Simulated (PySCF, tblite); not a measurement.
Compound: C₇H₁₅OP.
Structure used (GFN2-xTB), in Å, numbered top down from 1:
```xyz
24
C7H15OP angstrom
C      2.9722   -0.1985   -0.9904
C      1.4808   -0.2621   -1.1954
O      0.9702   -0.9797   -2.0212
P      0.4992    0.9743   -0.2224
C      1.3067    0.7447    1.4331
C     -1.1575    0.0742   -0.0046
C     -1.9634    0.8516    1.0391
C     -1.8691    0.1622   -1.3561
C     -1.0158   -1.3837    0.4219
H      3.2921    0.8382   -0.9026
H      3.2336   -0.7218   -0.0718
H      3.4807   -0.6789   -1.8237
H      1.3995   -0.3035    1.7101
H      0.7131    1.2688    2.1785
H      2.2921    1.2048    1.4076
H     -2.9827    0.4700    1.0775
H     -1.5316    0.7532    2.0331
H     -2.0046    1.9094    0.7820
H     -2.8612   -0.2820   -1.2885
H     -1.3046   -0.3684   -2.1187
H     -1.9765    1.2023   -1.6622
H     -2.0054   -1.8297    0.5138
H     -0.4591   -1.9525   -0.3186
H     -0.5205   -1.4729    1.3871
```

Method used: PBE0/pcSseg-1 in PySCF (dipole) on a GFN2-xTB geometry, gas phase.

Masses are those of the commonest isotopes; rigid-rotor values at the optimised geometry. The values belong to one conformer with, in the numbering `[CH3:1][C:2](=[O:3])[P:4]([CH3:5])[C:6]([CH3:7])([CH3:8])[CH3:9]`, C1–C2–P4–C5 -47°.

Problem. What are A, B and C (MHz)?

Solution. Ia = 257.82, Ib = 457.32, Ic = 568.43 u·Å²; 505379 MHz·u·Å²/I gives A = 1960, B = 1105, C = 889.1 MHz.

Problem. What kind of rotor is it?

Solution. An asymmetric top; Ray's κ = -0.597.

Problem. What does the inertial defect say?

Solution. Not planar: Δ = Ic − Ia − Ib = -146.70 u·Å². For a rigid frame Δ = −2 Σ m c², so Σ m c² = 73.35 u·Å² lies off the ab plane: 20.53 from hydrogen and 52.82 from heavier atoms. The atom farthest from that plane is 2.15 Å away.

Problem. Give the other two planar moments, Paa and Pbb, and the rms extents of the mass along the axes.

Solution. Paa = Σ m a² = (Ib + Ic − Ia)/2 = 383.96 and Pbb = Σ m b² = (Ia + Ic − Ib)/2 = 184.47 u·Å². With the mass M = 146.09 u, the rms extents √(P/M) along a, b and c are 1.62, 1.12, 0.71 Å.

Problem. List the rotational levels J(Ka,Kc) to J = 2 (cm⁻¹).

Solution. Above 0(0,0):
J = 1: 1(0,1) 0.0665, 1(1,1) 0.0950, 1(1,0) 0.1022
J = 2: 2(0,2) 0.1984, 2(1,2) 0.2209, 2(1,1) 0.2425, 2(2,1) 0.3281, 2(2,0) 0.3293
Those of J = 1 are B + C, A + C and A + B.

Problem. Which types of transition are allowed, and where do some lines up to J = 3 fall?

Solution. The dipole components are |μa| = 0.04 D, |μb| = 2.48 D, |μc| = 0.95 D. The squared components, which scale the intensities, stand as 0.00 : 1.00 : 0.15 (a : b : c). Some lines, for components of 0.1 D or more:

```csv
type,branch,"J(Ka,Kc)",MHz,lower level (cm⁻¹)
c,Q,"2(1,2) ← 2(0,2)",675,0.198
c,Q,"1(1,1) ← 1(0,1)",855,0.067
b,Q,"1(1,0) ← 1(0,1)",1071,0.067
b,Q,"2(1,1) ← 2(0,2)",1323,0.198
c,Q,"3(2,2) ← 3(1,2)",2266,0.452
c,Q,"2(2,1) ← 2(1,1)",2565,0.242
b,Q,"2(2,0) ← 2(1,1)",2601,0.242
c,R,"1(1,0) ← 0(0,0)",3065,0.000
b,R,"2(0,2) ← 1(1,1)",3097,0.095
b,Q,"3(2,2) ← 3(1,3)",3558,0.409
b,R,"2(1,2) ← 1(0,1)",4627,0.067
b,R,"2(2,1) ← 1(1,0)",6770,0.102
c,R,"2(2,1) ← 1(1,1)",6986,0.095
c,R,"3(2,1) ← 2(1,1)",8722,0.242
b,R,"3(2,1) ← 2(1,2)",9370,0.221
b,R,"3(3,1) ← 2(2,0)",10783,0.329
c,R,"3(3,1) ← 2(2,1)",10819,0.328
b,R,"3(3,0) ← 2(2,1)",10823,0.328
```

Problem. Estimate the classical rotational partition function at 10 K, 100 K and 500 K.

Solution. Point group C1, symmetry number σ = 1; q = (√π/σ)·√((kT/h)³/(ABC)), k/h = 20836.6 MHz/K: 3840 at 10 K, 121000 at 100 K, 1360000 at 500 K.

Its GFN2-xTB frequencies are all real (lowest 36 cm⁻¹). Constants of a rigid frame at the computed geometry: no zero-point averaging, no centrifugal distortion. A rigid rotor knows nothing of internal rotation, which can split or shift real lines.
